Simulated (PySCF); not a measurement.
A species of formula C2H7ClOSi has this rotational fingerprint, computed with PySCF 2.14.0, PBE0-D3(BJ)/def2-SVP geometry optimisation, gas phase:

* Rotational constants: A = 9248, B = 1262, C = 1142 MHz
* Dipole components: |μa| = 1.99 D, |μb| = 1.46 D, |μc| = 0.14 D
* Inertial defect: -12.74 u·Å²
* κ: -0.97

Problem. Which candidate fits, each taken in the one conformer that was computed?
A. `[CH3:1][C@@H:2]([Cl:3])[SiH2:4][OH:5]` with C1–C2–Si4–O5 -173°, C2–Si4–O5–H 46°
B. `[CH3:1][CH2:2][O:3][SiH2:4][Cl:5]` with C1–C2–O3–Si4 173°, C2–O3–Si4–Cl5 -173°

Solution. B. It is CCO[SiH2]Cl, a near-prolate asymmetric top. The candidates at the same level (rigid rotor, commonest isotopes):

```
            SMILES  A (MHz)  B (MHz)  C (MHz)  μa (D)  μb (D)  μc (D)  Δ (u·Å²)  point group                        rotor
       CCO[SiH2]Cl     9248     1262     1142    1.99    1.46    0.14    -12.74      near Cs  near-prolate asymmetric top
C[C@@H](Cl)[SiH2]O     3982     2333     1582    1.05    1.04    0.30    -24.04           C1               asymmetric top
```

`C[C@@H](Cl)[SiH2]O` has B 85 % too high. No structure here is proved a minimum.
